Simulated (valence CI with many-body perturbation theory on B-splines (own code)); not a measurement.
# Ga XXVI: configurations and terms from energies and g

Calculated by valence CI with perturbative core correlation (CI+MBPT): four valence electrons over a frozen Dirac-Fock core [He], a basis of 11 s, 11 p, 9 d, 7 f, 5 g, 2 h, 1 i functions for each j, with the one-electron correlation potential Σ1 (screened to all orders), the two-electron term Σ2, the three-electron term Σ3, Breit, model QED; selected single and double excitations, second order for the rest (own B-spline code, finite nucleus).

No measured spectrum was set against this ion. As an estimate, levels of excited configurations hold to 0.05 to 0.15 % of their energy, terms of the ground configuration to about 0.5 %. Among the levels kept, up to 270 cm⁻¹ of a level comes from second order outside the variational space, and about a tenth of that is noise between levels of different J, which matters for small intervals.

| No. | J | Parity | E (eV) | g |
| --- | --- | --- | --- | --- |
| 2 | 1 | even | 23.16 | 1.496 |
| 6 | 2 | odd | 95.41 | 1.933 |
| 7 | 1 | odd | 136.23 | 0.773 |
| 8 | 2 | odd | 139.36 | 1.282 |
| 9 | 3 | odd | 148.15 | 1.328 |
| 14 | 2 | odd | 202.81 | 1.116 |
| 16 | 2 | even | 278.00 | 1.411 |
| 18 | 1 | even | 305.02 | 1.496 |
| 19 | 2 | even | 315.97 | 1.078 |
| 22 | 1 | odd | 1431.74 | 1.361 |

Energies count from the lowest level. Strongly mixed levels and levels close to another of their J and parity, and those with J = 0 are left out, so the numbers can have gaps.

Give configuration and LS term of each level.

2: 2s²2p² ³P; 6: 2s2p³ ⁵S°; 7: 2s2p³ ³D°; 8: 2s2p³ ³D°; 9: 2s2p³ ³D°; 14: 2s2p³ ¹D°; 16: 2p⁴ ³P; 18: 2p⁴ ³P; 19: 2p⁴ ¹D; 22: 2s²2p3s ³P°.
